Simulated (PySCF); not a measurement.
## How methods differ on the excitation energy of Sr

Sr [Kr] 5s2 (1S) → Sr [Kr] 4d1 5s1 (3D), as a difference of total energies. Computed with PySCF 2.14 in x2c-TZVPPall, with scalar relativity by spin-free X2C-1e. Correlated levels: valence and next inner shell: [Ar] 3d10 frozen. The calculations carry no spin-orbit coupling.

```
                                method  excitation energy (eV)
                                   UHF                   1.877
    MP2 (valence and next inner shell)                   2.284
SCS-MP2 (valence and next inner shell)                   2.436
   CCSD (valence and next inner shell)                   2.281
CCSD(T) (valence and next inner shell)                   2.329
```

Problem. How much does correlation contribute at CCSD(T) (valence and next inner shell)?

Solution. 2.329 − (1.877) = 0.452 eV, measured against UHF.

Errors of the correlated levels include the incompleteness of this basis and the frozen core.

For comparison: 2.263 eV (measured; NIST levels, between the centres of gravity of the two terms).
